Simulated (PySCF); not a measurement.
Bonding in `C#CC(=C)C(C)(C)C`

Compound: C₈H₁₂.
Numbering: `[CH:1]#[C:2][C:3](=[CH2:4])[C:5]([CH3:6])([CH3:7])[CH3:8]` (hydrogens: H9 on C1; H10, H11 on C4; H12, H13, H14 on C6; H15, H16, H17 on C7; H18, H19, H20 on C8)

Geometry (GFN2-xTB, Å), atoms numbered from 1 in this order:
```xyz
20
C8H12 angstrom
C      2.787   -1.322   -0.055
C      1.909   -0.518   -0.216
C      0.870    0.431   -0.405
C      1.153    1.586   -1.003
C     -0.492    0.005    0.115
C     -1.561    1.071   -0.123
C     -0.371   -0.264    1.620
C     -0.900   -1.289   -0.602
H      3.559   -2.019    0.082
H      0.417    2.349   -1.179
H      2.154    1.802   -1.339
H     -1.306    1.997    0.387
H     -2.516    0.722    0.264
H     -1.679    1.273   -1.186
H     -0.060    0.638    2.144
H      0.364   -1.042    1.811
H     -1.330   -0.585    2.022
H     -0.167   -2.073   -0.422
H     -0.968   -1.124   -1.676
H     -1.868   -1.628   -0.241
```

Bond orders from the PBE0/pcSseg-1 density (PySCF). Geometry: GFN2-xTB; no solvent, vibrations or thermal averaging.

Problem. Where do the orders between heavy atoms depart from those drawn in the SMILES?

Solution. The largest departure is 0.624, at C1–C2 (drawn triple, 2.376). Drawn double or triple, more than 0.30 short of the drawn order: C1–C2 (2.376).

Problem. Set the Mayer orders of the bonds beside their lengths.

Solution. 
```json
{"bond": "C1–C2", "drawn as": "triple", "length (Å)": "1.201", "Mayer order": "2.376"}
{"bond": "C2–C3", "drawn as": "single", "length (Å)": "1.420", "Mayer order": "1.029"}
{"bond": "C3–C4", "drawn as": "double", "length (Å)": "1.331", "Mayer order": "1.990"}
{"bond": "C3–C5", "drawn as": "single", "length (Å)": "1.519", "Mayer order": "0.925"}
{"bond": "C5–C6", "drawn as": "single", "length (Å)": "1.528", "Mayer order": "1.048"}
{"bond": "C5–C7", "drawn as": "single", "length (Å)": "1.534", "Mayer order": "1.016"}
{"bond": "C5–C8", "drawn as": "single", "length (Å)": "1.534", "Mayer order": "1.016"}
{"bond": "C1–H9", "drawn as": "single", "length (Å)": "1.049", "Mayer order": "1.156"}
{"bond": "C4–H10", "drawn as": "single", "length (Å)": "1.075", "Mayer order": "0.931"}
{"bond": "C4–H11", "drawn as": "single", "length (Å)": "1.078", "Mayer order": "0.937"}
{"bond": "C6–H12", "drawn as": "single", "length (Å)": "1.088", "Mayer order": "0.956"}
{"bond": "C6–H13", "drawn as": "single", "length (Å)": "1.088", "Mayer order": "0.956"}
{"bond": "C6–H14", "drawn as": "single", "length (Å)": "1.088", "Mayer order": "0.956"}
{"bond": "C7–H15", "drawn as": "single", "length (Å)": "1.088", "Mayer order": "0.966"}
{"bond": "C7–H16", "drawn as": "single", "length (Å)": "1.088", "Mayer order": "0.954"}
{"bond": "C7–H17", "drawn as": "single", "length (Å)": "1.088", "Mayer order": "0.961"}
{"bond": "C8–H18", "drawn as": "single", "length (Å)": "1.088", "Mayer order": "0.954"}
{"bond": "C8–H19", "drawn as": "single", "length (Å)": "1.088", "Mayer order": "0.966"}
{"bond": "C8–H20", "drawn as": "single", "length (Å)": "1.088", "Mayer order": "0.961"}
```

Bonds between the same two heavy elements. C–C: lowest C3–C5 (0.925, 1.519 Å), highest C1–C2 (2.376, 1.201 Å); in 3 of the 21 pairs the longer bond (by over 0.003 Å) has the higher order (by 0.02 or more).

Problem. Sum the orders of all bonds at each heavy atom with more than one neighbour and set the sums beside the valence in the SMILES.

Solution. C1 3.532 (drawn 4), C2 3.405 (drawn 4), C3 3.944 (drawn 4), C4 3.858 (drawn 4), C5 4.005 (drawn 4), C6 3.916 (drawn 4), C7 3.897 (drawn 4), C8 3.897 (drawn 4). Orders between atoms that aren't bonded are not in these sums.

The Mayer order sums products of elements of PS (density times overlap matrix) between the two atoms' basis functions, so it depends on the basis set.
